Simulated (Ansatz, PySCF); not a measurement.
Reaction (SMILES): C[Si](C)(C)Br [bromo(trimethyl)silane] -> [CH2][Si](C)(C)Br + H atom (the C-H bond at the site shown breaks; other sites are not compared here)
Geometries: B3LYP-D3(BJ)/def2-TZVP minima from Ansatz (an electronic-structure program), one conformer each, not searched for the lowest. Frequencies are from Ansatz or PySCF.
Geometry of the first species:
```xyz
14

C      0.5234     1.5962     1.5092
Si     0.3067    -0.1027     0.7668
C     -0.9304    -1.1189     1.7269
C      1.9397    -0.9908     0.5961
Br    -0.5281     0.1769    -1.3203
H     -0.4295     2.1248     1.5620
H      0.9262     1.5165     2.5226
H      1.2126     2.1980     0.9150
H     -1.8950    -0.6121     1.7814
H     -1.0847    -2.0923     1.2589
H     -0.5729    -1.2832     2.7471
H      2.3867    -1.1512     1.5811
H      1.8085    -1.9632     0.1191
H      2.6403    -0.4098    -0.0055
```

Quantity: bond dissociation energy (enthalpy at 298 K, with B3LYP-D3(BJ) rigid-rotor harmonic-oscillator terms), in kcal/mol. Cores are frozen in the correlated levels unless marked. Open shells are spin-unrestricted. No spin-orbit coupling. The frozen core is the preceding noble-gas configuration, with the filled d and f shells of earlier blocks. No relativistic terms. CBS(X,Y): correlation extrapolated as X^-3; Hartree-Fock from the larger set.

CCSD(T)/CBS(def2-TZVPP,def2-QZVPP) (Ansatz) gives 101.7 kcal/mol.

Q: Another calculation gave 99.0 kcal/mol. Which level was it?
(A) B2GP-PLYP/def2-TZVPD (Ansatz)
(B) SVWN5/def2-TZVPD (Ansatz)
(C) r2SCANh/def2-TZVPD (Ansatz)

A: A, B2GP-PLYP/def2-TZVPD (Ansatz). The others give 96.4 (r2SCANh), 110.7 (SVWN5) kcal/mol.
